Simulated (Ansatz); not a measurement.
Total energies of Mg₂Te₂ from Ansatz at r2SCAN-D4/def2-TZVP, gas phase (1 Eh = 27.2114 eV = 2625.5 kJ/mol). The reference geometry is relaxed at r2SCAN-D4/def2-SVP.

```xyz
4

Mg   -0.714   -0.916    0.787
Mg    0.714    0.916   -0.787
Te   -0.020   -1.470   -1.728
Te    0.020    1.470    1.728
```

| state | geometry | energy (Eh) |
| --- | --- | --- |
| charge 0 singlet | reference | -936.52829 |
| charge 1 doublet | reference | -936.26216 |
| charge 0 triplet | relaxed at r2SCAN-D4/def2-SVP | -936.47444 |
| charge 0 quintet | relaxed at r2SCAN-D4/def2-SVP | -936.40324 |
| free Mg atom (singlet) | – | -200.03322 |
| free Te atom (triplet) | – | -268.08831 |

In the def2 sets Te takes a core potential; there is no spin–orbit coupling.

(1) Work out the vertical ionisation energy to the doublet.

(2) Which of the charge 0 states is lowest, and how far above it are the others?

(3) What is the binding energy per atom against free atoms?

(1) E(charge 1 doublet) − E(charge 0 singlet) = -936.26216 − (-936.52829) = 0.26613 Eh = 7.24 eV. For comparison, −ε of the highest occupied level is 5.06 eV at this level, 2.18 eV less.

(2) The singlet. triplet: -936.47444 − (-936.52829) = 0.05385 Eh = 141.4 kJ/mol; quintet: -936.40324 − (-936.52829) = 0.12505 Eh = 328.3 kJ/mol. The quintet differs in its bonds from the reference.

(3) Atoms: 2 × (-200.03322) + 2 × (-268.08831) = -936.24306 Eh. Binding: -936.24306 − (-936.52829) = 0.28523 Eh = 7.76 eV, or 1.94 eV for each of 4 atoms (no zero-point energy, no counterpoise term).

The structure comes from a short search, and lower isomers may exist.
